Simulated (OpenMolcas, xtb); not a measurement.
## B2H4F2 (diborane 1,2-di F): the dipole moment, rung by rung

B2H4F2: 8 atoms, total charge 0, spin state singlet. Geometry: relaxed at GFN2-xTB.

```xyz
8

B     0.9003    0.1356    0.2205
F     1.5774   -0.8705    0.7749
H     1.4685    1.1493    0.0646
H    -0.2794    0.3449    0.8720
B    -0.9017   -0.0698   -0.2433
F    -1.5236   -1.2331   -0.0486
H    -1.5181    0.7972   -0.7364
H     0.2767   -0.2536   -0.9037
```

Quantity: the dipole moment, in D. The values are calculated.

```tsv
level	kind	program	value (D)	CPU time
GFN1-xTB	semi-empirical	xtb	2.23	under 2 s
HF/def2-SVPD	Hartree–Fock	OpenMolcas	2.00	14 s
SVWN5/def2-SVPD	LDA	OpenMolcas	1.51	31 s
revPBE/def2-SVPD	GGA	OpenMolcas	1.43	45 s
M06-L/def2-SVPD	meta-GGA	OpenMolcas	1.50	55 s
TPSS/def2-SVPD	meta-GGA	OpenMolcas	1.50	53 s
B3LYP/def2-SVPD	global hybrid	OpenMolcas	1.65	39 s
```

The values span 1.43 to 2.23 D. CPU times are rough (shared hosts, several kinds of processor): they show what a rung costs within a factor of a few.
